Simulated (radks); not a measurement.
Results of a calculation; reference values are marked as such.
Task: The mean radii <r> (bohr) of the occupied orbitals of an atom or ion are listed with their occupations. Code: a radial shooting solver on a logarithmic mesh with Libxc functionals. Model: scalar-relativistic Kohn-Sham, PBE, spin-polarised, spherical densities, finite nucleus; Fermi nuclear charge, rms radius of each element as measured or else 0.836 A^(1/3) + 0.57 fm.

| orbital | occ. | <r> |
|---|---|---|
| 1s up | 1 | 0.01659 |
| 1s down | 1 | 0.01659 |
| 2s up | 1 | 0.06994 |
| 2s down | 1 | 0.06994 |
| 2p up | 3 | 0.06328 |
| 2p down | 3 | 0.06328 |
| 3s up | 1 | 0.1807 |
| 3s down | 1 | 0.1807 |
| 3p up | 3 | 0.1821 |
| 3p down | 3 | 0.1821 |
| 3d up | 5 | 0.1650 |
| 3d down | 5 | 0.1650 |
| 4s up | 1 | 0.3992 |
| 4s down | 1 | 0.3992 |
| 4p up | 3 | 0.4253 |
| 4p down | 3 | 0.4252 |
| 4d up | 5 | 0.4487 |
| 4d down | 5 | 0.4483 |
| 5s up | 1 | 0.8906 |
| 5s down | 1 | 0.8893 |
| 4f up | 7 | 0.4808 |
| 4f down | 7 | 0.4791 |
| 5p up | 3 | 1.011 |
| 5p down | 1 | 1.012 |
| 5d up | 5 | 1.289 |
| 5d down | 4 | 1.298 |
| 5f up | 2 | 3.034 |

Name the element and its charge. Open shells, if any, are filled with parallel spins first.

Result: Z = 80, mercury, charge +3: Hg3+ in [Kr] 4d10 4f14 5s2 5p4 5d9 5f2. The 1s radius gives Z: for a bare nucleus <r> = (2 gamma + 1)/(2Z) with gamma = sqrt(1 - (Z/c)^2), 0.0164 bohr for Z = 80, and screening makes it slightly larger (0.01659 here). The occupations add up to 77, and the charge is Z minus that.
